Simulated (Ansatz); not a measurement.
## Ligand exchange: CH4 + InF3 → HF + In(CH3)F2

Species: CH4 (methane) `C`, singlet; InF3 `[F][In]([F])[F]`, singlet; HF (hydrogen fluoride), singlet; In(CH3)F2, singlet. The partners trade CH3 for F: H–CH3 and In–F bonds give way to H–F and In–CH3.

Shapes, held fixed at every level: PBE0-D4/def2-TZVP. Programs: Ansatz 0.2.0. Electronic energies: no zero-point or thermal term.

```
             level                    kind  ΔE (kJ/mol)  less CCSD(T)/def2-TZVPP  CPU time (sum over the molecules)
       HF/def2-SVP            Hartree–Fock        +55.4                    +27.6                                  –
 PBE-D4/def2-TZVPP                     GGA        +31.7                     +3.9                              8.5 s
PBE0-D4/def2-TZVPP           global hybrid        +27.7                     -0.1                              9.1 s
wB97M-V/def2-TZVPP  range-separated hybrid        +34.2                     +6.4                               36 s
wB97X-V/def2-TZVPP  range-separated hybrid        +40.4                    +12.6                               55 s
 B2PLYP/def2-TZVPP           double hybrid        +37.5                     +9.7                               46 s
    MP2/def2-TZVPP     perturbation theory        +22.8                     -5.0                                  –
CCSD(T)/def2-TZVPP   coupled cluster or CI        +27.8                      0.0                            3.9 min
```

The highest level, CCSD(T)/def2-TZVPP, gives ΔE = +27.8 kJ/mol; the levels span +22.8 to +55.4. The column of differences is taken from that level and isn't an error. No measured value is set beside it here. For atoms past krypton def2 sets carry core potentials with scalar relativity. Outer-core shells of In are correlated, in sets that cover them unevenly. Times are processor times on shared x86 and Arm servers, and rough.
